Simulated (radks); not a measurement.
Kinetic energies: the exact non-interacting value of the Kohn-Sham orbitals and orbital-free approximations, as 100 (|E| - |E exact|)/|E exact|, negative where the magnitude is too small. Species: Be2+ [He]; Ne [Ne]. Calculated with a radial shooting solver on a logarithmic mesh with Libxc functionals: non-relativistic Kohn-Sham, PBE, spin-polarised, spherical densities, point nucleus. Every spin shell is full or empty, so the densities are truly spherical. Functionals are evaluated on that one density, not self-consistently.

| functional | Be2+ | Ne |
|---|---|---|
| exact (hartree) | 13.5758 | 128.563 |
| Thomas-Fermi | -9.43 | -8.55 |
| von Weizsacker | 0.00 | -29.74 |
| TF + vW/9 | +1.68 | -0.74 |
| TF + vW/5 | +10.57 | +5.50 |
| LC94 | +1.26 | -0.17 |
| revAPBEK | +2.03 | +0.45 |
| Perdew 92 | +1.70 | -0.73 |
| Thakkar | +1.51 | -0.21 |
| Pearson | -3.26 | -2.53 |
| LKT | +61.13 | +36.57 |
| PG1 | +53.65 | +30.04 |
| DePristo-Kress | +1.67 | -0.41 |
| Ernzerhof | +5.30 | +0.16 |
